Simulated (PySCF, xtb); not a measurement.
Cl2Mg, SMILES [Mg]([Cl])[Cl] (connectivity only; charge and spin as stated), charge -1, multiplicity 2.

Harmonic wavenumbers (cm⁻¹) from GFN2-xTB (xtb) at its own minimum, in rising order: 53, 162, 306.

**Question.** What does PBE0-D3(BJ)/def2-TZVPD run with PySCF give at its own minimum? (The exact figures need the calculation; the answer reports its results.)

**Answer.** 107, 317, 402. Paired by order, the mean absolute difference is 102 cm⁻¹ and the zero-point energies are 0.7 and 1.2 kcal/mol.
